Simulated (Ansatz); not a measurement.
`C[Si](C)(S)Cl` → ethane + `S[Si]Cl` at 600 K and 1 bar (silylene formation by 1,1-elimination).

Calculated with Ansatz (gas phase, PBE0-D4/def2-TZVP geometries, no zero-point term in ΔE). CCSD(T)/CBS adds triple-zeta CCSD(T) − MP2 to the extrapolated MP2 energy (def2 sets, frozen cores). This one scheme is used for every species. One conformer a species, not always the lowest.

```
        species  CCSD(T)/CBS energy (Eh)  H − E (kJ/mol)  S (J/(mol·K))
`C[Si](C)(S)Cl`              -1227.07199           297.7          486.7
           `CC`                -79.71954           228.8          274.9
      `S[Si]Cl`              -1147.27659            64.0          339.8
```

H − E and S are ideal-gas, rigid-rotor, harmonic terms from PBE0-D4/def2-TZVP, for one conformer and one mirror image of each species. 1 Eh = 2625.50 kJ/mol, R = 8.31446 J/(mol·K).

By hand: ΔE, ΔH, ΔS and ΔG.

ΔE = (-79.71954) + (-1147.27659) − (-1227.07199) = 0.07586 Eh = 199.2 kJ/mol. Δ(H − E) = 228.8 + 64.0 − 297.7 = -4.9, so ΔH = 194.3 kJ/mol. ΔS = 274.9 + 339.8 − 486.7 = 128.0 J/(mol·K). ΔG = 194.3 − 600 × (128.0)/1000 = 117.5 kJ/mol.

By hand: the equilibrium constant, and the temperature at which ΔG would vanish if ΔH and ΔS stayed fixed.

log₁₀ K = −ΔG/(RT ln 10) = -10.2. ΔG = 0 at ΔH/ΔS = 1518 K.

The number of gas molecules changes by +1, which sets the sign of ΔS. A doubt of 5 kJ/mol in ΔE shifts log₁₀ K by 0.4 here. Other conformers and mirror images would add mixing entropy, several J/(mol·K) or more a flexible species. These are equilibria of isolated gas molecules and say nothing of rates. Largest T1 diagnostic: 0.014 (customary marks: 0.02 for closed shells, 0.045 for open ones).
